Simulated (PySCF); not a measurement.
Zn(Et)(OH) cation (C2H6OZn), SMILES C[CH2][Zn][OH] (connectivity only; charge and spin as stated), charge +1, multiplicity 2.

Geometry optimised at ωB97X-D3(BJ)/def2-SVP. The spin state was assumed, not searched. The isomer is the one that the SMILES or the coordinates give; other isomers of the formula were not compared. One conformer was computed; it need not be the lowest.

The numbers are results of PySCF 2.14.0 with ωB97X-D3(BJ)/def2-SVP, not measurements.

Frequencies are harmonic and unscaled.

Q: List the normal modes with their intensities. (Estimate from the structure and the level; the computed values follow.)

A: 
| mode | ν (cm⁻¹) | IR (km/mol) | moving atoms (share of kinetic energy) |
|---|---|---|---|
| 1 | 58 | 25.8 | O 42 %, H 21 %, Zn 20 %, C 17 % |
| 2 | 62 | 20.4 | O 41 %, Zn 21 %, H 21 %, C 17 % |
| 3 | 100 | 66.2 | H 87 % |
| 4 | 109 | 7.9 | C 50 %, Zn 24 %, H 21 % |
| 5 | 181 | 12.2 | H 88 %, C 9 % |
| 6 | 344 | 0.5 | C 62 %, H 23 %, Zn 10 % |
| 7 | 430 | 0.4 | H 96 % |
| 8 | 688 | 69.6 | O 63 %, H 23 %, Zn 14 % |
| 9 | 744 | 48.7 | H 91 % |
| 10 | 766 | 52.0 | H 72 %, O 19 %, Zn 9 % |
| 11 | 805 | 6.0 | H 95 % |
| 12 | 1073 | 18.1 | C 70 %, H 30 % |
| 13 | 1101 | 8.3 | H 62 %, C 38 % |
| 14 | 1196 | 3.8 | H 67 %, C 33 % |
| 15 | 1306 | 91.0 | H 90 %, C 10 % |
| 16 | 1374 | 32.1 | H 98 % |
| 17 | 1438 | 19.7 | H 90 %, C 10 % |
| 18 | 1486 | 2.5 | H 78 %, C 22 % |
| 19 | 2912 | 182.2 | H 94 % |
| 20 | 3093 | 21.7 | H 95 % |
| 21 | 3102 | 7.5 | H 94 % |
| 22 | 3176 | 0.1 | H 90 %, C 10 % |
| 23 | 3202 | 21.6 | H 90 %, C 10 % |
| 24 | 3880 | 250.9 | H 94 % |
